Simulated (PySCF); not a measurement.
Members of one family of related compounds. Theory: TDDFT B3LYP/def2-SVPD, vertical, gas phase, core orbitals frozen in the response (PySCF). Geometries: GFN2-xTB; one conformer of each isolated species. Triplets are in the Tamm–Dancoff approximation. Ions are computed without counter-ions or solvent.

Task: Rank by computed lowest singlet excitation energy, lowest first.
A. `C([PH2+]C)CC#N`
B. `O=[P@@H](C)CCC#N`
C. `C[PH+](C)CCC#N`
D. `C[P@@H](CCC#N)=S`

Result: D (5.54 eV), B (6.89 eV), A (7.41 eV), C (7.61 eV).

| SMILES | S1 (eV) | LUMO (eV) | T1 (eV) | HOMO (eV) | first f ≥ 0.01 (nm) | gap (eV) | S1 mainly |
| --- | --- | --- | --- | --- | --- | --- | --- |
| C[P@H](=S)CCC#N | 5.54 | -0.24 | 5.18 | -6.63 | 219 | 6.39 | H→L (35%) |
| C[P@H](=O)CCC#N | 6.89 | -0.18 | 6.47 | -7.90 | 180 | 7.72 | H→L (87%) |
| C[PH2+]CCC#N | 7.41 | -4.98 | 6.41 | -13.64 | 160 | 8.66 | H→L (78%) |
| C[PH+](C)CCC#N | 7.61 | -4.43 | 6.45 | -13.36 | 147 | 8.93 | H→L (45%) |

H and L stand for HOMO and LUMO.

- `C[P@H](=S)CCC#N`: Löwdin shares by element: HOMO sulfur 74%, phosphorus 17%; LUMO carbon 38% or more, hydrogen 13% or more (atoms not listed hold the other 49%).
- `C[P@H](=O)CCC#N`: Löwdin shares by element: HOMO (one of a set within 0.03 eV) oxygen 63%, phosphorus 17%, hydrogen 8% or more, carbon 7% or more; LUMO carbon 40% or more, hydrogen 13% or more (atoms not listed hold the other 47%).
- `C[PH2+]CCC#N`: Löwdin shares by element: HOMO nitrogen 46%, carbon 44% or more, hydrogen 4% or more; LUMO phosphorus 30%, carbon 13% or more, hydrogen 11% or more, nitrogen 10% (atoms not listed hold the other 36%).
- `C[PH+](C)CCC#N`: Löwdin shares by element: HOMO nitrogen 46%, carbon 44% or more; LUMO phosphorus 27%, carbon 18% or more, hydrogen 15% or more (atoms not listed hold the other 41%).
